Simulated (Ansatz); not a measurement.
```yaml
crystal:
  periodic: [false, false, false]
  atoms:
    - {symbol: C, position_ang: [-1.407853, 0.162752, 0.712344]}
    - {symbol: C, position_ang: [-0.323271, -0.279131, -0.273852]}
    - {symbol: Si, position_ang: [1.118720, -1.102097, 0.573938]}
    - {symbol: In, position_ang: [0.418849, 1.356596, -1.501253]}
    - {symbol: H, position_ang: [-2.270039, 0.612733, 0.212223]}
    - {symbol: H, position_ang: [-1.029158, 0.906623, 1.419247]}
    - {symbol: H, position_ang: [-1.784627, -0.678819, 1.305197]}
    - {symbol: H, position_ang: [-0.719325, -1.011832, -0.988167]}
    - {symbol: H, position_ang: [0.685189, -2.216172, 1.467391]}
    - {symbol: H, position_ang: [2.081158, -1.643568, -0.426453]}
    - {symbol: H, position_ang: [1.855070, -0.118596, 1.422658]}
    - {symbol: H, position_ang: [1.288775, 1.044819, -2.959456]}
    - {symbol: H, position_ang: [0.086512, 2.966695, -0.963827]}
basis:
  gaussian: {orbitals: def2-mTZVPP, fitting: {mean_field: cc-pVTZ-jkfit}}
hamiltonian: {xc: {name: BHLYP}}
scf: {lower_state_search: light}
output: {forces: true}
```

```sh
$ ansatz run in.yaml --threads 4 --pin off --events-out ev --progress --plain --max-ram 10444MiB
```

Problem. How does Ansatz answer? (Best estimate.)

Solution. The calculation gave: The program refused the input.
```
Functional definition: BHLYP
Error: <dir> the basis set cc-pVTZ-JKFIT has no functions for In
```
